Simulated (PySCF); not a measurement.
C6H14N (doublet state).
SMILES with atom numbers: `[CH3:1][CH2:2][C@H:3]([CH3:4])[C:5]([CH3:6])[NH2:7]` (hydrogens: H8, H9, H10 on C1; H11, H12 on C2; H13 on C3; H14, H15, H16 on C4; H17, H18, H19 on C6; H20, H21 on N7)

Geometry (GFN2-xTB, Å), atoms numbered from 1 in this order:
```
atom  x, y, z in Å
C1     1.868   -1.023   -0.807
C2     1.483   -0.194    0.412
C3     0.265    0.704    0.135
C4    -0.021    1.584    1.366
C5    -0.932   -0.091   -0.278
C6    -1.635   -0.990    0.680
N7    -1.715    0.432   -1.323
H8     2.147   -0.377   -1.637
H9     1.026   -1.638   -1.118
H10    2.709   -1.674   -0.581
H11    1.259   -0.858    1.249
H12    2.326    0.435    0.707
H13    0.524    1.370   -0.698
H14   -0.881    2.221    1.177
H15    0.838    2.213    1.590
H16   -0.231    0.963    2.233
H17   -2.309   -0.442    1.352
H18   -2.241   -1.721    0.143
H19   -0.917   -1.527    1.296
H20   -2.399   -0.222   -1.680
H21   -1.173    0.854   -2.065
```

The hyperfine couplings belong to this conformer and change with its torsions.

Method used: PySCF 2.14.0, UKS B3LYP, pcH-1 on C H N, non-relativistic, mean-field spin-orbit, GIAO. The structure is a single GFN2-xTB conformer in the gas phase; no vibrational or solvent corrections. A GFN2-xTB geometry isn't a minimum of the functional, and hyperfine couplings can be far from their values at a DFT geometry. Stability of the SCF solution: not tested.

Problem. What is the g tensor, term by term?

Solution. 
| Δg (ppm) | 1 | 2 | 3 |
| --- | --- | --- | --- |
| relativistic mass correction | -176 | -176 | -176 |
| gauge correction | -3 | 43 | 31 |
| orbital Zeeman/spin–orbit | -7 | 632 | 994 |
| total | -186 | 500 | 849 |

So g = 2.00213, 2.00282, 2.00317 and g_iso = 2.00271; the tensor is rhombic: the two nearest values differ by 34 % of g3 − g1. Axes: g2 points within 13° of the C5–N7 bond.

Problem. At 9.467 GHz, how far is the centre of the isotropic spectrum from where a free electron (g = 2.002319) resonates?

Solution. B = hν/(g μB) with μB/h = 13.99624 MHz/mT gives 337.81 mT for the free electron and 337.74 mT at g_iso, 0.07 mT lower.

Problem. What are the electron Larmor frequencies g μB B/h along the three axes at 340 mT?

Solution. 9.5276, 9.5309, 9.5325 GHz for g1, g2 and g3, a range of 4.9 MHz.

Problem. In a frozen sample, at which fields do the three g values resonate at 9.5, 34, 94 and 263 GHz (hyperfine left aside), and which band first spreads them over more than twice a line width of 0.3 mT?

Solution. 
| band | GHz | B(g3) mT | B(g2) mT | B(g1) mT | spread mT |
| --- | --- | --- | --- | --- | --- |
| X | 9.5 | 338.84 | 338.90 | 339.02 | 0.18 |
| Q | 34.0 | 1212.69 | 1212.90 | 1213.32 | 0.63 |
| W | 94.0 | 3352.73 | 3353.32 | 3354.47 | 1.73 |
| J | 263.0 | 9380.52 | 9382.15 | 9385.37 | 4.85 |

The spread grows in proportion to the frequency. Q band is the first where it exceeds 0.6 mT.

Largest spin populations (Mulliken): C5 (+0.84), N7 (+0.13), H17 (+0.07) and C6 (-0.07). No atom but C5 exceeds +0.15. The angles at C5 add up to 354.4°, so it is nearly planar.

The HOMO–LUMO gaps are 4.47 eV among the α and 7.58 eV among the β orbitals.
